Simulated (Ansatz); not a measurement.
CH6BClGe can be A, `C[BH][GeH2][Cl]`, or B, `B[CH](Cl)[GeH3]`.

Calculated with Ansatz (gas phase, PBE0-D4/def2-TZVP geometries, no zero-point term in ΔE). CBS: MP2 limit from def2 TZ/QZ plus the TZ coupled-cluster correction, frozen cores. DFT in def2-TZVPP. B3LYP here is the variant with VWN-RPA as its local correlation; programs differ in this. For Ge outer-core shells are correlated without core-valence functions, which leaves a few kJ/mol of doubt a bond. Scalar relativity is left out up to krypton. One conformer a species, not always the lowest.

Q: Which is lower in electronic energy at CCSD(T)/CBS, and by how much? (Estimate.)

A: Ansatz gave: A, by 34.0 kcal/mol.

Q: Give E(B) − E(A) in kcal/mol with B3LYP, r2SCAN-D4, HF/def2-TZVPP, MP2/def2-TZVPP, CCSD/def2-TZVPP, CCSD(T)/def2-TZVPP, ωB97M-V. (Best estimate.)

A: Ansatz gave: B3LYP 36.0, r2SCAN-D4 35.6, HF/def2-TZVPP 38.8, MP2/def2-TZVPP 33.6, CCSD/def2-TZVPP 35.0, CCSD(T)/def2-TZVPP 34.0, ωB97M-V 34.6. None reverses the order clearly.

Largest T1 diagnostic: 0.011.

From PBE to PBE0 (25 % exact exchange), in def2-TZVPP and without D4, E(B) − E(A) moves by +1.1 kcal/mol. In def2-TZVPP, CCSD(T) changes the Hartree–Fock value by −4.8 kcal/mol (the triples alone add −1.0 kcal/mol) and MP2 by −5.2 kcal/mol.
